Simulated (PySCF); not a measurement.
C₃H₉Al, SMILES [CH3][Al]([CH3])[CH3] (connectivity only; charge and spin as stated), charge +1, multiplicity 2.

Geometry: B3LYP-D3(BJ)/def2-SVP. The multiplicity is an assumed one; no other spin state was optimised. The isomer is the one that the SMILES or the coordinates give; other isomers of the formula were not compared.

Two levels are set side by side: PBE/def2-TZVP (PySCF) and ωB97X/def2-TZVP (PySCF). Same geometry, gas phase. Differences are taken from unrounded values.

| quantity | ωB97X |
|---|---|
| α-spin orbital gap (eV) | 11.80 |
| β-spin orbital gap (eV) | 7.79 |
| mean polarisability (bohr³) | 63.2 |

### Question
What does PBE give, and how far is it from ωB97X? (Estimate from the structure and the level; the computed values follow.)

### Answer

```
quantity                      PBE  PBE minus ωB97X
---------------------------  ----  ---------------
α-spin orbital gap (eV)      5.44            -6.37
β-spin orbital gap (eV)      1.24            -6.55
mean polarisability (bohr³)  71.5              8.3
```

Loosely held outer electrons make PBE densities more polarisable. Differences between two approximate levels are no errors against the true value.

Rough cost on one machine, each run with all the roots and properties that it gave: ωB97X against PBE within a factor of 2.
